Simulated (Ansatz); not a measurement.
`[SiH3]C1CB1Cl`. Charge 0, multiplicity 1. Geometry: relaxed with PBE0-D4/def2-TZVP.

```xyz
11

Si   -0.915   -0.844   -0.981
C     0.247    0.461   -0.358
C     0.135    0.879    1.157
B     1.335    0.123    0.633
Cl    2.882   -0.564    0.910
H    -0.408   -1.449   -2.241
H    -2.272   -0.285   -1.231
H    -1.034   -1.908    0.054
H     0.441    1.261   -1.071
H    -0.637    0.388    1.744
H     0.226    1.938    1.384
```

(1) What is the dipole moment at B3LYP/def2-TZVPP? (An estimate is asked.)

(2) And with PBE, r2SCAN, ωB97M-V? (Best estimate.)

(3) Give the Mulliken charges with B3LYP, ωB97M-V, r2SCAN in def2-TZVPP. (Estimate.)

## Answers

(1) The calculation gave: 0.90 D, with components (-0.19, 0.88, 0.02) D in this frame, pointing from negative to positive charge.

(2) Ansatz gave: PBE 0.90 D, r2SCAN 0.95 D, ωB97M-V 0.89 D.

(3) The calculation gave: 
```
atom  B3LYP  ωB97M-V  r2SCAN
 Si1   0.26     0.17    0.28
  C2  -0.17    -0.25   -0.17
  C3  -0.26    -0.27   -0.20
  B4   0.17     0.16    0.17
 Cl5  -0.09    -0.06   -0.08
  H6  -0.07    -0.03   -0.07
  H7  -0.07    -0.03   -0.07
  H8  -0.07    -0.03   -0.07
  H9   0.09     0.11    0.07
 H10   0.11     0.11    0.08
 H11   0.10     0.11    0.08
```

B3LYP here is the variant with VWN-RPA as its local correlation; programs differ in this.
